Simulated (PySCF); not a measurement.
Gas-phase reaction: AgH + AgCl → Ag2 + HCl

Energies from PySCF (xtb for GFN2), thermal terms from the rigid-rotor harmonic-oscillator model, ideal gas at 1 bar. † marks an energy on the PBE0/def2-TZVP geometry and frequencies; other levels use their own. MP2 freezes the core. All species are closed-shell singlets. Ag: scalar-relativistic def2 core potential, no spin-orbit coupling. MP2 isn't extrapolated to the basis-set limit; its ΔH°(298 K) is -76.9 kJ in def2-SVP and -73.3 kJ in def2-TZVPP. The harmonic model lacks anharmonicity and excited electronic states, which grow with temperature; levels with a mode under 35 cm⁻¹ are left out.

| level | ΔE electronic, kJ | ΔH°(298 K), kJ | ΔS°(298 K), J/K | ΔG°(1600 K), kJ |
|---|---|---|---|---|
| BLYP/def2-TZVP† | -78 | -71 | -6 | -59 |
| GFN2-xTB | -8 | -2 | -5 | 9 |
| HF/def2-TZVP† | -43 | -36 | -6 | -25 |
| M06-2X/def2-TZVP† | -71 | -64 | -6 | -53 |
| MP2/def2-TZVPP† | -80 | -73 | -6 | -62 |
| PBE0/def2-SVP† | -61 | -54 | -6 | -43 |
| r2SCAN/def2-TZVP† | -64 | -57 | -6 | -46 |
| ωB97M-V/def2-TZVP† | -48 | -41 | -6 | -30 |
| ωB97X-V/def2-TZVP† | -43 | -36 | -6 | -25 |
ΔH° is lowest at MP2/def2-TZVPP† and highest at GFN2-xTB. No reference value is set beside these.
